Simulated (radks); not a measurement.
Problem. All-electron atom: the samarium ion Sm4+ in [Kr] 4d10 4f4 5s1 5p6 5d1 (not the ground configuration). All-electron calculation, Dirac Kohn-Sham, revPBE, spin-unpolarised, spherical densities, finite nucleus; open shells are shared between the two j in proportion to 2j + 1; Fermi nuclear charge, rms radius 5.0819 fm. Program: a radial shooting solver on a logarithmic mesh with Libxc functionals. Some entries of the table are withheld. Estimate them.

| orbital | occ. | eigenvalue (Ry) | <1/r> (bohr^-1) |
|---|---|---|---|
| 1s1/2 | 2 | (1) | 68.81 |
| 2s1/2 | 2 | -563.9294 | 16.35 |
| 2p1/2 | 2 | -534.7182 | 16.33 |
| 2p3/2 | 4 | -490.4202 | 14.56 |
| 3s1/2 | 2 | (2) | 5.944 |
| 3p1/2 | 2 | -114.3596 | 5.858 |
| 3p3/2 | 4 | -105.3911 | 5.412 |
| 3d3/2 | 4 | -83.59859 | 5.285 |
| 3d5/2 | 6 | -81.65193 | 5.173 |
| 4s1/2 | 2 | -28.55400 | (3) |
| 4p1/2 | 2 | -23.72243 | (4) |
| 4p3/2 | 4 | -21.73156 | (5) |
| 4d3/2 | 4 | -13.76509 | (6) |
| 4d5/2 | 6 | -13.40482 | (7) |
| 5s1/2 | 1 | -6.58065 | 1.002 |
| 5p1/2 | 2 | (8) | 0.9067 |
| 5p3/2 | 4 | (9) | 0.8577 |
| 4f5/2 | 1.71429 | -4.09099 | 1.522 |
| 4f7/2 | 2.28571 | -4.04179 | 1.509 |
| 5d3/2 | 0.4 | -2.84098 | 0.6628 |
| 5d5/2 | 0.6 | -2.80014 | 0.6532 |

Solution. 
(1) 1s1/2 eigenvalue (Ry): -3431.167
(2) 3s1/2 eigenvalue (Ry): -126.9279
(3) 4s1/2 <1/r> (bohr^-1): 2.486
(4) 4p1/2 <1/r> (bohr^-1): 2.382
(5) 4p3/2 <1/r> (bohr^-1): 2.233
(6) 4d3/2 <1/r> (bohr^-1): 2.021
(7) 4d5/2 <1/r> (bohr^-1): 1.985
(8) 5p1/2 eigenvalue (Ry): -5.16173
(9) 5p3/2 eigenvalue (Ry): -4.83368
